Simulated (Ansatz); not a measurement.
Ideal-gas functions of C2H4OSi, SMILES `C#CO[SiH3]` at 800 K and 1 bar, from an Ansatz frequency run at PBE0-D4/def2-TZVP.

Molar mass 72.14 g/mol, point group Cs (symmetry number 1), electronic degeneracy 1, moments of inertia 17.159, 158.215, 169.401 u Å². Harmonic wavenumbers (cm⁻¹, unscaled): 104, 130, 461, 483, 571, 611, 695, 702, 761, 942, 948, 961, 1194, 2250, 2262, 2284, 2299, 3501.

Use S(trans) = R[1.5 ln M + 2.5 ln T − 1.1517]; rotational temperatures θ = 24.2544 K / I; S(rot) = R[ln(√π/σ · √(T³/θAθBθC)) + 1.5]; for each mode x = 1.438777 ν̃/T, S = R[x/(eˣ − 1) − ln(1 − e⁻ˣ)] and H = RT x/(eˣ − 1); 1 cm⁻¹ = 0.0119627 kJ/mol; R = 8.31446 J/(mol·K).

**Question.** By hand: the entropy, in J/(mol·K).

**Answer.** Translation 182.7. Rotation: θ = 1.4135, 0.1533, 0.1432 K, giving 115.0. Vibration, mode by mode: 22.27, 20.42, 10.11, 9.74, 8.45, 7.94, 6.98, 6.91, 6.33, 4.86, 4.82, 4.73, 3.39, 0.75, 0.73, 0.71, 0.69, 0.11, in all 119.9. Electronic 0.0. Sum 417.6 J/(mol·K).

**Question.** By hand: H − E and G − E in kJ/mol, counted from the electronic energy.

**Answer.** Zero-point energy ½ × 21159 × 0.0119627 = 126.6; thermal vibration 49.0; translation, rotation and pV give 4 RT = 26.6. H − E = 202.2 kJ/mol, and G − E = 202.2 − 800 × 417.6/1000 = -131.9 kJ/mol.

Vibration gives 29 % of the entropy, 42.7 J/(mol·K) of it from the modes under 150 cm⁻¹: soft modes count most, and the harmonic formula is weakest for them.
